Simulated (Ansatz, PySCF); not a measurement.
This Ansatz (a first-principles code) input computes a CAM-B3LYP/def2-TZVPD energy:

Ansatz 0.2 input:
```yaml
crystal:
  periodic: [false, false, false]
  atoms:
    - {symbol: Si, position_ang: [0.07306154, 0.14389238, -0.13186704]}
    - {symbol: O, position_ang: [-0.40198501, -1.22293485, 1.06031273]}
    - {symbol: N, position_ang: [-1.23679699, 1.10122124, -0.51362620]}
    - {symbol: N, position_ang: [1.11178217, 0.90694479, 0.94705023]}
    - {symbol: N, position_ang: [0.46816591, -0.90381849, -1.38544050]}
    - {symbol: H, position_ang: [-0.95305827, -1.95606207, 0.74222206]}
    - {symbol: H, position_ang: [-1.49062761, 1.93207328, -0.00302317]}
    - {symbol: H, position_ang: [-1.84748294, 0.92808913, -1.29628097]}
    - {symbol: H, position_ang: [1.24629344, 1.90660635, 0.90403451]}
    - {symbol: H, position_ang: [1.91597813, 0.45240022, 1.35360866]}
    - {symbol: H, position_ang: [1.18176776, -1.61324241, -1.30719870]}
    - {symbol: H, position_ang: [0.34950567, -0.61643491, -2.34595979]}
    - {symbol: H, position_ang: [-0.61141539, -0.99487691, 1.98034937]}
basis:
  gaussian:
    orbitals: def2-TZVPD
hamiltonian:
  xc: {name: CAM-B3LYP}
total_charge: 1
output: {forces: true}
```

Problem. Write an input for the same energy in PySCF and say what it gives.

Solution. 
```python
from pyscf import gto, scf, dft

mol = gto.M(
    atom='''
    Si    0.07306154    0.14389238   -0.13186704
    O    -0.40198501   -1.22293485    1.06031273
    N    -1.23679699    1.10122124   -0.51362620
    N     1.11178217    0.90694479    0.94705023
    N     0.46816591   -0.90381849   -1.38544050
    H    -0.95305827   -1.95606207    0.74222206
    H    -1.49062761    1.93207328   -0.00302317
    H    -1.84748294    0.92808913   -1.29628097
    H     1.24629344    1.90660635    0.90403451
    H     1.91597813    0.45240022    1.35360866
    H     1.18176776   -1.61324241   -1.30719870
    H     0.34950567   -0.61643491   -2.34595979
    H    -0.61141539   -0.99487691    1.98034937
    ''',
    basis='def2-tzvpd',
    charge=1,
    spin=0,
    verbose=4,
)

mf = dft.RKS(mol, xc='camb3lyp').density_fit(auxbasis='def2-universal-jkfit')
mf.grids.level = 3
mf.conv_tol = 1e-9
mf.max_cycle = 100
mf.max_memory = 1500
mf.kernel()
if not mf.converged:
    mf = mf.newton()
    mf.kernel(mf.make_rdm1())
mf.analyze()
```
It gives -533.71459 Eh, and Ansatz -533.71449 Eh, a difference of 0.10 mEh, from the treatment of integrals and grids.

It need not be the lowest isomer of its formula.
